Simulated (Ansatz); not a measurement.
Mulliken charges of `Cl[BH][GaH2]` from ωB97M-V/def2-TZVPP in Ansatz (PBE0-D4/def2-TZVP geometry).

```
atom   x (Å)   y (Å)   z (Å)  charge (e)
 Cl1  -0.772  -2.064   0.922      -0.088
  B2  -0.515  -0.875  -0.335       0.036
 Ga3   0.495   0.888   0.129       0.028
  H4  -0.956  -1.176  -1.406       0.085
  H5   2.060   0.998   0.006      -0.031
  H6  -0.270   2.166   0.638      -0.031
```

By hand: the dipole of these point charges (1 e Å = 4.8032 D).

Σ q r = (-0.073, -0.023, -0.229) e Å, of length 0.241 e Å = 1.16 D.

How does the dipole of the full density compare? (Estimate.)

Computed: (-0.023, 0.014, -0.113) e Å, 0.56 D; the point charges give 2.07 times that, at 14° from its direction.

Point charges leave out the atoms' own dipoles, such as those of lone pairs, and Mulliken's split depends on the basis, so the two needn't agree.
